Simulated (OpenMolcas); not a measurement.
## Gd4+: input and output

Input:

```
&GATEWAY
Coord
1

Gd 0.0 0.0 0.0
Basis=ANO-R3
Group=XYZ
NoMove
AngMom=0.0 0.0 0.0
AMFI
&SEWARD
&RASSCF
FileOrb=start.orb
Symmetry=1
Spin=7
nActEl=6 0 0
Inactive=15 12
Ras2=0 7
CIRoot=7 7 1
SDav=7
CIMx=300
Iter=120 100
PrWF=0.3
OrbListing=Nothing
MaxOrb=0
Atom
>>> COPY $Project.JobIph JOB001
&RASSCF
FileOrb=start.orb
Symmetry=1
Spin=5
nActEl=6 0 0
Inactive=15 12
Ras2=0 7
CIRoot=140 140 1
SDav=140
CIMx=300
Iter=120 100
PrWF=0.3
OrbListing=Nothing
MaxOrb=0
Atom
>>> COPY $Project.JobIph JOB002
&RASSCF
FileOrb=start.orb
Symmetry=1
Spin=3
nActEl=6 0 0
Inactive=15 12
Ras2=0 7
CIRoot=272 272 1
SDav=588
CIMx=300
Iter=120 100
PrWF=0.3
OrbListing=Nothing
MaxOrb=0
Atom
CIOnly
>>> COPY $Project.JobIph JOB003
&RASSCF
FileOrb=start.orb
Symmetry=1
Spin=1
nActEl=6 0 0
Inactive=15 12
Ras2=0 7
CIRoot=272 272 1
SDav=490
CIMx=300
Iter=120 100
PrWF=0.3
OrbListing=Nothing
MaxOrb=0
Atom
CIOnly
>>> COPY $Project.JobIph JOB004
&RASSI
NrOfJobIphs=4 7 105 141 47
1 2 3 4 5 6 7
1 2 3 4 5 6 7 8 9 10 11 12 13 14 15 16 17 18 19 20 21 22 23 24 25 26 27
28 29 30 31 32 33 34 35 36 37 38 39 40 41 42 43 44 45 46 47 48 49 50 51
52 53 54 55 56 57 58 59 60 61 62 63 64 65 66 67 68 69 70 71 72 73 74 75
76 77 78 79 80 81 82 83 84 85 86 87 88 89 90 91 92 93 94 95 96 97 98 99
100 101 102 103 104 105
1 2 3 4 5 6 7 8 9 10 11 12 13 14 15 16 17 18 19 20 21 22 23 24 25 26 27
28 29 30 31 32 33 34 35 36 37 38 39 40 41 42 43 44 45 46 47 48 49 50 51
52 53 54 55 56 57 58 59 60 61 62 63 64 65 66 67 68 69 70 71 72 73 74 75
76 77 78 79 80 81 82 83 84 85 86 87 88 89 90 91 92 93 94 95 96 97 98 99
100 101 102 103 104 105 106 107 108 109 110 111 112 113 114 115 116 117
118 119 120 121 122 123 124 125 126 127 128 129 130 131 132 133 134 135
136 137 138 139 140 141
1 2 3 4 5 6 7 8 9 10 11 12 13 14 15 16 17 18 19 20 21 22 23 24 25 26 27
28 29 30 31 32 33 34 35 36 37 38 39 40 41 42 43 44 45 46 47
IphNames
JOB001
JOB002
JOB003
JOB004
EJob
SpinOrbit
DIPRint=1.0
SOCoupling=1000.0
Subsets=2
Property=9
'ANGMOM' 1 'ANGMOM' 2 'ANGMOM' 3 'MLTPL  1' 1 'MLTPL  1' 2 'MLTPL  1' 3
'AMFI' 1 'AMFI' 2 'AMFI' 3
SOProperty=3
'ANGMOM' 1 'ANGMOM' 2 'ANGMOM' 3
```

A driver script runs the steps one by one and writes start.orb anew before each from the orbitals found so far, so a CI-only block uses the converged orbitals of the first block.

Output, cut to the results:

```
--- SEWARD ---
Basis set label: GD.ANO-R...9S8P7D5F3G1H.

      Electronic valence basis set:
      ------------------
      Associated Effective Charge  64.000000 au
      Associated Actual Charge     64.000000 au
      Nuclear Model: Finite nucleus - Gaussian distribution
        Gaussian exponent, Xi/bohr**(-2):  1.62159E+08

      Shell  nPrim  nBasis  Cartesian Spherical Contaminant
         s      25       9        X
         p      19       8        X
         d      14       7                 X
         f      10       5                 X
         g       5       3                 X
         h       3       1                 X
                  Relativistic X2C integrals
                  Atomic mean-field integrals
--- RASSCF ---
Wave function specifications:
      -----------------------------

      Number of closed shell electrons          54
      Number of electrons in active shells       6
      Max number of holes in RAS1 space          0
      Max nr of electrons in RAS3 space          0
      Number of inactive orbitals               27
      Number of active orbitals                  7
      Number of secondary orbitals             107
      Spin quantum number                      3.0
      State symmetry                             1
Orbital specifications:
      -----------------------

      Symmetry species                           1   2
                                                ag  au
      Frozen orbitals                            0   0
      Inactive orbitals                         15  12
      Active orbitals                            0   7
      RAS1 orbitals                              0   0
      RAS2 orbitals                              0   7
      RAS3 orbitals                              0   0
      Secondary orbitals                        56  51
      Deleted orbitals                           0   0
      Number of basis functions                 71  70
      Number of CSFs                             7
      Number of root(s) required                 7
      Iter CI   SX   CI       RASSCF       Energy    max ROT     max BLB   max BLB  Level Ln srch  Step   QN
          iter iter root      energy       change     param      element    value   shift minimum  type update
 Nr of preliminary CI iterations:   1
      Total energies have been shifted. Add               -11000.00 au
        1   1   13    0  -263.69556838    0.00E+00  -8.95E-02   11  21 2  4.37E-01*  0.00   0.00    SX    NO
        2   1   14    0  -263.87859287   -1.83E-01* -7.08E-02   14  39 1  2.10E-01*  0.00   0.00    SX    NO
        3   1   13    0  -263.90314280   -2.45E-02*  5.96E-02   13  38 1 -1.69E-01*  0.00   0.00    SX    NO
        4   1   13    0  -263.92258423   -1.94E-02*  5.15E-02   10  35 1  1.40E-01*  0.00   0.00    SX    NO
        5   1   13    0  -263.93075513   -8.17E-03* -2.12E-02   12  37 1 -1.19E-01*  0.00   0.53    LS   YES
        6   1   12    0  -263.96007697   -2.93E-02* -4.94E-03   16  35 2  1.27E-02*  0.00   1.14    QN   YES
        7   1   10    0  -263.96054741   -4.70E-04* -6.41E-04   15  18 1 -1.03E-03*  0.00   0.93    QN   YES
        8   1    8    0  -263.96055355   -6.14E-06* -1.39E-04   17  43 2  2.93E-04*  0.00   0.85    QN   YES
        9   1    7    0  -263.96055389   -3.39E-07*  1.27E-05   14  47 2 -2.41E-05   0.00   0.94    QN   YES
       10   1    6    0  -263.96055390   -4.36E-09  -1.22E-06   15  18 1 -4.93E-06   0.00   0.91    QN   YES
      Convergence after 10 iterations
       11   1    6    0  -263.96055390   -7.28E-11  -1.22E-06    9  18 1  7.63E-07   0.00   0.91    QN   YES
      Natural orbitals and occupation numbers for root  1
      sym 2:   1.000000   1.000000   1.000000   1.000000   1.000000   0.000000   1.000000
      Natural orbitals and occupation numbers for root  2
      sym 2:   1.000000   0.000000   1.000000   1.000000   1.000000   1.000000   1.000000
      Natural orbitals and occupation numbers for root  3
      sym 2:   1.000000   1.000000   1.000000   0.000000   1.000000   1.000000   1.000000
::    RASSCF root number  1 Total energy: -11263.96055390
::    RASSCF root number  2 Total energy: -11263.96055390
::    RASSCF root number  3 Total energy: -11263.96055390
::    RASSCF root number  4 Total energy: -11263.96055390
::    RASSCF root number  5 Total energy: -11263.96055390
::    RASSCF root number  6 Total energy: -11263.96055390
::    RASSCF root number  7 Total energy: -11263.96055390
--- RASSCF ---
Wave function specifications:
...
--- RASSI ---
SPIN-FREE ENERGIES:
  (Shifted by EMIN (a.u.) =     -11263.9605538969)

 SF State       Relative EMIN(au)   Rel lowest level(eV)    D:o, cm**(-1)      L_eff

     1             0.0000000000        0.0000000000              0.0000         3.0
     2             0.0000000000        0.0000000000              0.0000         3.0
     3             0.0000000000        0.0000000000              0.0000         3.0
     4             0.0000000000        0.0000000000              0.0000         3.0
     5             0.0000000000        0.0000000000              0.0000         3.0
     6             0.0000000000        0.0000000000              0.0000         3.0
     7             0.0000000000        0.0000000000              0.0000         3.0
     8             0.1221027213        3.3225843098          26798.4497         2.0
     9             0.1221027213        3.3225843098          26798.4497         2.0
    10             0.1221027213        3.3225843098          26798.4497         2.0
    11             0.1221027213        3.3225843098          26798.4497         2.0
    12             0.1221027213        3.3225843098          26798.4497         2.0
    13             0.1392465038        3.7890903995          30561.0751         8.0
    14             0.1392465038        3.7890903995          30561.0751         8.0
    15             0.1392465038        3.7890903995          30561.0751         8.0
    16             0.1392465038        3.7890903995          30561.0751         8.0
    17             0.1392465038        3.7890903995          30561.0751         8.0
    18             0.1392465038        3.7890903995          30561.0751         8.0
    19             0.1392465038        3.7890903995          30561.0751         8.0
    20             0.1392465038        3.7890903995          30561.0751         8.0
    21             0.1392465038        3.7890903995          30561.0751         8.0
...
```

Levels above the lowest, from the spin-orbit matrix, grouped by J:

```json
{"Configuration": "4f⁶", "Term": "⁷F", "J": "0", "E (eV)": "0.0000", "g": "", "Term weight %": "94", "Second": "6 ⁵D(1)"}
{"Configuration": "4f⁶", "Term": "⁷F", "J": "1", "E (eV)": "0.0606", "g": "1.500", "Term weight %": "95", "Second": "5 ⁵D(1)"}
{"Configuration": "4f⁶", "Term": "⁷F", "J": "2", "E (eV)": "0.1677", "g": "1.499", "Term weight %": "96", "Second": "3 ⁵D(1)"}
{"Configuration": "4f⁶", "Term": "⁷F", "J": "3", "E (eV)": "0.3063", "g": "1.498", "Term weight %": "98", "Second": ""}
{"Configuration": "4f⁶", "Term": "⁷F", "J": "4", "E (eV)": "0.4652", "g": "1.498", "Term weight %": "98", "Second": ""}
{"Configuration": "4f⁶", "Term": "⁷F", "J": "5", "E (eV)": "0.6365", "g": "1.497", "Term weight %": "98", "Second": ""}
{"Configuration": "4f⁶", "Term": "⁷F", "J": "6", "E (eV)": "0.8141", "g": "1.495", "Term weight %": "97", "Second": "3 ⁵G(1)"}
{"Configuration": "4f⁶", "Term": "⁵D(1)", "J": "0", "E (eV)": "2.8011", "g": "", "Term weight %": "81", "Second": "13 ³P"}
{"Configuration": "4f⁶", "Term": "⁵D(1)", "J": "1", "E (eV)": "3.0660", "g": "1.495", "Term weight %": "88", "Second": "7 ³P"}
{"Configuration": "4f⁶", "Term": "⁵D(1)", "J": "2", "E (eV)": "3.4581", "g": "1.494", "Term weight %": "94", "Second": "3 ⁷F"}
{"Configuration": "4f⁶", "Term": "⁵D(1)", "J": "3", "E (eV)": "3.9217", "g": "1.490", "Term weight %": "95", "Second": "2 ⁵F"}
{"Configuration": "4f⁶", "Term": "⁵L", "J": "6", "E (eV)": "3.9779", "g": "0.726", "Term weight %": "93", "Second": "6 ³K(1)"}
{"Configuration": "4f⁶", "Term": "⁵L", "J": "7", "E (eV)": "4.1383", "g": "0.917", "Term weight %": "95", "Second": "4 ³K(1)"}
{"Configuration": "4f⁶", "Term": "⁵L", "J": "8", "E (eV)": "4.2948", "g": "1.044", "Term weight %": "97", "Second": ""}
{"Configuration": "4f⁶", "Term": "⁵G(1)", "J": "2", "E (eV)": "4.3200", "g": "0.354", "Term weight %": "93", "Second": "6 ³F"}
{"Configuration": "4f⁶", "Term": "⁵G(1)", "J": "3", "E (eV)": "4.3463", "g": "0.877", "Term weight %": "84", "Second": "11 ⁵H(1)"}
{"Configuration": "4f⁶", "Term": "⁵G(1)", "J": "4", "E (eV)": "4.3659", "g": "1.127", "Term weight %": "73", "Second": "17 ⁵H(1)"}
{"Configuration": "4f⁶", "Term": "⁵G(1)", "J": "5", "E (eV)": "4.3836", "g": "1.220", "Term weight %": "73", "Second": "20 ⁵H(1)"}
{"Configuration": "4f⁶", "Term": "⁵G(1)", "J": "6", "E (eV)": "4.3900", "g": "1.298", "Term weight %": "71", "Second": "15 ⁵H(1)"}
{"Configuration": "4f⁶", "Term": "⁵L", "J": "9", "E (eV)": "4.4237", "g": "1.132", "Term weight %": "97", "Second": "2 ³M"}
{"Configuration": "4f⁶", "Term": "⁵D(1)", "J": "4", "E (eV)": "4.4600", "g": "1.461", "Term weight %": "88", "Second": "5 ⁵G(1)"}
{"Configuration": "4f⁶", "Term": "⁵L", "J": "10", "E (eV)": "4.5105", "g": "1.196", "Term weight %": "95", "Second": "5 ³M"}
{"Configuration": "4f⁶", "Term": "⁵H(1)", "J": "7", "E (eV)": "5.0809", "g": "1.260", "Term weight %": "79", "Second": "14 ⁵I"}
{"Configuration": "4f⁶", "Term": "⁵H(1)", "J": "3", "E (eV)": "5.0840", "g": "0.554", "Term weight %": "86", "Second": "11 ⁵G(1)"}
```

High states are left out of the spin-orbit mixing, which shifts the levels that they would mix with. Without dynamic correlation excited terms often stand tens of per cent too high (terms of higher spin than the ground term too low), and those without a measured partner can miss by more than the paired ones. Only configurations of the active space appear. The first state left out of the spin-orbit step lies near 63000 cm-1 above the lowest spin-free state of the reference (among the parities and spins computed), and the list stops at four fifths of that energy or lower. The table shows the lowest 24 of 38 levels.

The term weight is that of the spin-free term in the level, not the purity of its configuration. A number in round brackets counts repeated terms of one configuration in the order of the reference energies.
